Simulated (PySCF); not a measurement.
**input.py for TeF⁻**

File input.py (PySCF 2.14):

```python
from pyscf import gto, scf, mp

mol = gto.M(
    atom='Te 0 0 0; F 0 0 1.832',
    basis='sbkjc',
    ecp={'Te': 'sbkjc', 'F': 'sbkjc'},
    charge=-1,
    spin=0,
    verbose=3,
)
mf = scf.UHF(mol)
mf.kernel()
mp.MP2(mf).kernel()
mf.dip_moment()
print('orbital energies (hartree):', [e[max(0, n-3):n+3].round(4) for e, n in zip(mf.mo_energy, mol.nelec)])
```

```bash
$ OMP_NUM_THREADS=1 python input.py
```

It prints:

```
converged SCF energy = -31.7230818695634  <S^2> = -5.3290705e-15  2S+1 = 1
E(UMP2) = -31.8490041014596  E_corr = -0.125922231896283
E(SCS-UMP2) = -31.8459954864085  E_corr = -0.122913616845139

WARN: System has nonzero charge -1; the dipole moment is origin-dependent.
Location of origin: [0. 0. 0.]

Dipole moment(X, Y, Z, Debye):  0.00000,  0.00000, -3.57046
orbital energies (hartree): [array([-0.3454, -0.0741, -0.0741,  0.267 ,  0.4958,  0.4958]), array([-0.3454, -0.0741, -0.0741,  0.267 ,  0.4958,  0.4958])]
```

In short: E(SCF) = -31.723082 Eh, E(MP2) − E(SCF) = -0.12592 Eh.

Hardware: Arm Neoverse V1, 1 thread, shared host. Wall time 0.87 s, peak memory 0.11 GiB.

The basis has no diffuse functions, which an anion needs. The bond length is a typed value, not an optimised one. The dipole of an ion depends on the origin. No search for the lowest solution was made.
